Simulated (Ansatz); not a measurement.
Job for Ansatz (a quantum-chemistry and plane-wave program): R-BLYP/def2-TZVPP on BF2H3Si (SMILES FB(F)[SiH3]), a point of a torsion scan.

Ansatz 0.2 input:
```yaml
crystal:
  periodic: [false, false, false]
  atoms:
    - {symbol: F, position_ang: [1.80786159, -1.22713955, 0.01131279]}
    - {symbol: B, position_ang: [1.15339626, -0.07938423, 0.00399525]}
    - {symbol: F, position_ang: [1.97807063, 0.95268439, -0.00183999]}
    - {symbol: Si, position_ang: [-0.82500134, 0.06529583, 0.00248339]}
    - {symbol: H, position_ang: [-1.41451370, -0.56812602, 1.18752435]}
    - {symbol: H, position_ang: [-1.28416562, 1.45639117, -0.01680512]}
    - {symbol: H, position_ang: [-1.41562669, -0.60135677, -1.16356161]}
basis:
  gaussian:
    orbitals: def2-TZVPP
hamiltonian:
  xc: {name: BLYP}
scf: {lower_state_search: off}
```

It printed:

```
WARN ansatz: RAYON_NUM_THREADS=1 ignored (pool sized by the plan → 1); use --threads N
Functional definition: BLYP
these checks for a lower state are left out or cut short: stability, starts, cluster_reference, orbital_swaps, neighbouring_geometries, increment
integrals: 0.08 GiB planned
946 factors; their error is unknown
mean field: 0.57 GiB planned
mean field evaluation 1: about -14038.1941 eV, gradient 4.5e1 eV
mean field evaluation 2: about -14032.9774 eV, gradient 7.9e1 eV
mean field evaluation 4: about -14041.3470 eV, gradient 1.7e0 eV
mean field evaluation 8: about -14041.3542 eV, gradient 3.1e-2 eV
mean field evaluation 16: about -14041.3341 eV, gradient 1.1e-5 eV
mean field -14041.33408439 eV, -516.0095100432 hartree, gradient 4.5e-6 eV, S^2 0.000000; 0 other end points of the search recorded, 0 dependent functions left out
reference -14041.33442256 eV, -516.0095224710 hartree; 20, 20 occupied and 157, 157 virtual orbitals, 946 factors
Total energy: -14041.33442256 eV, -516.0095224710 hartree
Checks for a lower state left out: stability, starts, cluster_reference, orbital_swaps, neighbouring_geometries, increment
```

The run converged.

Cost: roughly 2.7 core-seconds.
